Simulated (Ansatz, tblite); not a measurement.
Removing and adding an electron: the cluster AuCl2 (the lowest doublet isomer of a short search). Total charge 0; doublet. Geometry: PBE0-D4/def2-TZVP. Ansatz, gas phase; energy differences of separate SCF runs; the oxidised species is a triplet (the singlet lies 0.84 eV higher at PBE0-D4/def2-TZVP); the reduced species is a singlet (the triplet lies 4.81 eV higher at PBE0-D4/def2-TZVPD).

```xyz
3

Au    0.000    0.000    0.000
Cl   -1.848    1.187    0.143
Cl    1.848   -1.187   -0.143
```

In the def2 sets Au takes a core potential; there is no spin–orbit coupling. The xTB rows come from tblite. Correlated methods freeze 10 core orbitals; core or outer-core shells of Au are correlated, in sets that lack core-valence functions. The structure comes from a short search, and lower isomers may exist.

| level | −HOMO (eV) | vertical IE (eV) | −LUMO (eV) | vertical EA (eV) | HOMO–LUMO gap (eV) | IE − EA (eV) |
| --- | --- | --- | --- | --- | --- | --- |
| GFN2-xTB | – | 15.21 | – | 9.06 | – | 6.15 |
| r2SCAN-D4/def2-TZVP | 7.33 | 10.40 | 7.13 | – | 0.21 | – |
| r2SCAN-D4/def2-TZVPD | 7.34 | – | 7.13 | 4.21 | 0.21 | – |
| PBE0-D4/def2-TZVPD | 8.50 | – | 6.48 | 4.42 | 2.02 | – |
| MP2/def2-TZVPD | – | – | – | 5.67 | – | – |

(1) Estimate the rows for GFN1-xTB, HF/def2-TZVPD, PBE0-D4/def2-TZVP, CCSD/def2-TZVPD, CCSD(T)/def2-TZVPD.

## Answers

(1) 
| level | −HOMO (eV) | vertical IE (eV) | −LUMO (eV) | vertical EA (eV) | HOMO–LUMO gap (eV) | IE − EA (eV) |
| --- | --- | --- | --- | --- | --- | --- |
| GFN1-xTB | – | 14.63 | – | 9.46 | – | 5.17 |
| HF/def2-TZVPD | – | – | – | 4.06 | – | – |
| PBE0-D4/def2-TZVP | 8.48 | 10.67 | 6.47 | – | 2.02 | – |
| CCSD/def2-TZVPD | – | – | – | 5.22 | – | – |
| CCSD(T)/def2-TZVPD | – | – | – | 5.27 | – | – |

Run but left out: PBE-D4/def2-TZVP, PBE-D4/def2-TZVPD (doublet: an occupied level 0.01 eV above an empty one).   HOMO and LUMO are the levels of the spin that leaves or enters (xTB has no such levels and no spin-polarisation term). Other spin states of the ions may lie lower, which would lower the ionisation energy or raise the affinity. Raw xTB energy differences between charge states are shifted by several eV; the methods need an empirical correction for them.
